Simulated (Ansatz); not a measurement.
`CCCC#N` + `BB` → `BBCC` + `CC#N`  (formal exchange of groups at a C–C bond)

Gas-phase electronic energies from Ansatz, PBE0-D4/def2-TZVP geometries. CCSD(T)/CBS is the MP2 limit (def2-TZVPP, def2-QZVPP) plus CCSD(T) − MP2 in def2-TZVPP, frozen cores. This one scheme is used for every species. DFT in def2-TZVPP. Each species was taken in one conformer, which may not be the lowest.

| level | ΔE (kJ/mol) |
| --- | --- |
| BLYP-D4 | -40.6 |
| BLYP | -41.3 |

(1) What does CCSD(T)/CBS give? (Estimate.)

Largest T1 diagnostic among the species: 0.012.

Results:

(1) Ansatz gave: -35.8 kJ/mol. The listed levels differ from it by -4.8, -5.5 kJ/mol.

In def2-TZVPP, CCSD(T) changes the Hartree–Fock value by −5.0 kJ/mol (the triples alone add −0.5 kJ/mol) and MP2 by −5.0 kJ/mol. Leaving LDA and LC-ωPBE aside and taking each functional with its dispersion term where it has one, the values, not all of them listed here, spread over 7.3 kJ/mol, from PBE-D4 to ωB97X-V.
